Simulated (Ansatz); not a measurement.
Computed with Ansatz on PBE0-D4/def2-TZVP structures; ΔE is electronic, products minus reactants. CCSD(T)/CBS adds triple-zeta CCSD(T) − MP2 to the extrapolated MP2 energy (def2 sets, frozen cores). Functionals use def2-TZVPP. B3LYP here is the variant with VWN-RPA as its local correlation; programs differ in this. Each species was taken in one conformer, which may not be the lowest.

Consider the formal exchange of groups at a C–C bond: `C[SiH2]CCF` + `[SiH3][SiH2][SiH3]` → `FC[SiH]([SiH3])[SiH3]` + `C[SiH2]C`.

Problem. Is it downhill or uphill in electronic energy at CCSD(T)/CBS, and by how much? (Estimate.)

Solution. The calculation gave: Downhill: ΔE = -9.2 kJ/mol.

Problem. What do these levels give: r2SCAN-D4, B3LYP-D4, ωB97X-V, ωB97M-V, B2PLYP, PBE0, B3LYP, HF/def2-TZVPP, MP2/def2-TZVPP, CCSD(T)/def2-TZVPP, HF/def2-QZVPP, MP2/CBS(def2)? (Best estimate.)

Solution. Ansatz gave: r2SCAN-D4 -11.6, B3LYP-D4 -12.4, ωB97X-V -7.9, ωB97M-V -10.3, B2PLYP -10.2, PBE0 -9.7, B3LYP -11.5, HF/def2-TZVPP -3.5, MP2/def2-TZVPP -8.6, CCSD(T)/def2-TZVPP -7.1, HF/def2-QZVPP -3.7, MP2/CBS(def2) -10.7 kJ/mol.

Largest T1 diagnostic among the species: 0.013.

In def2-TZVPP, CCSD(T) changes the Hartree–Fock value by −3.6 kJ/mol (the triples alone add −0.7 kJ/mol) and MP2 by −5.1 kJ/mol.
